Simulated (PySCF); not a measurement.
Gas-phase reaction: 2 SnHCl + 3 SnO2 = SnCl2 + H2O2 + 2 Sn2O2

Energies from PySCF, thermal terms from the rigid-rotor harmonic-oscillator model, ideal gas at 1 bar. † marks an energy on the PBE0/def2-TZVP geometry and frequencies. CCSD(T) freezes the core. All species are closed-shell singlets. Sn: scalar-relativistic def2 core potential, no spin-orbit coupling. SnHCl, SnO2, Sn2O2: computed as isolated molecules; such fragments, hydroxides, amides, oligomers or adducts are transient or little studied in the gas. CCSD(T) isn't extrapolated to the basis-set limit. Warning, large T1 diagnostic: Sn2O2, SnO2 (CCSD(T)/def2-TZVPP†).

PBE0/def2-SVP† gives ΔH°(298 K) = -1117 kJ.

Q: What do BLYP/def2-TZVP†, CCSD(T)/def2-TZVPP†, r2SCAN/def2-TZVP† give?

A: BLYP/def2-TZVP†: -851 kJ; CCSD(T)/def2-TZVPP†: -967 kJ; r2SCAN/def2-TZVP†: -959 kJ. For scale, ΔH°(298 K) is -1117 kJ at this level, -1063 kJ at ωB97M-V/def2-TZVP†, and runs from -1185 to -772 kJ over the 18 levels computed.
